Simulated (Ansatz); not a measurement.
Basis sets compared for the cluster Cu2O2⁻ (the lowest doublet isomer of a short search). Charge -1, multiplicity 2. Geometry PBE0-D4/def2-SVPD. Ansatz on 4 threads of Intel Xeon on a shared host; times are rough, and most runs start from earlier orbitals.

```xyz
4

Cu    0.123    0.369   -0.486
Cu   -0.479   -1.048    1.536
O     0.703   -1.189    0.241
O    -0.347    1.867   -1.291
```

At PBE-D4/def2-SVPD, PBE-D4/def2-TZVPD the charge -1 doublet is spin-contaminated (final ⟨S²⟩ up to 0.89, 0.75 for a pure state). At PBE-D4/def2-SVPD, PBE-D4/def2-TZVPD the highest occupied level of the charge -1 doublet lies above zero (up to 0.27 eV). By energy differences its removal costs 2.46 eV (vertical, to the charge 0 triplet, at PBE0-D4/def2-TZVPD). The structure comes from a short search, and lower isomers may exist.

```json
{"level": "PBE-D4/def2-SVPD", "functions": "114", "energy (Eh)": "-3430.3066", "HOMO (eV)": "0.27", "LUMO (eV)": "0.64", "wall time": "6 s"}
{"level": "PBE0-D4/def2-SVPD", "functions": "114", "energy (Eh)": "-3430.2654", "HOMO (eV)": "-0.76", "LUMO (eV)": "1.53", "wall time": "11 s"}
```

Estimate the rows for PBE-D4/def2-TZVPD, PBE0-D4/def2-TZVPD.


```json
{"level": "PBE-D4/def2-TZVPD", "functions": "176", "energy (Eh)": "-3430.9700", "HOMO (eV)": "0.18", "LUMO (eV)": "0.58", "wall time": "8 s"}
{"level": "PBE0-D4/def2-TZVPD", "functions": "176", "energy (Eh)": "-3430.9129", "HOMO (eV)": "-0.86", "LUMO (eV)": "1.44", "wall time": "26 s"}
```
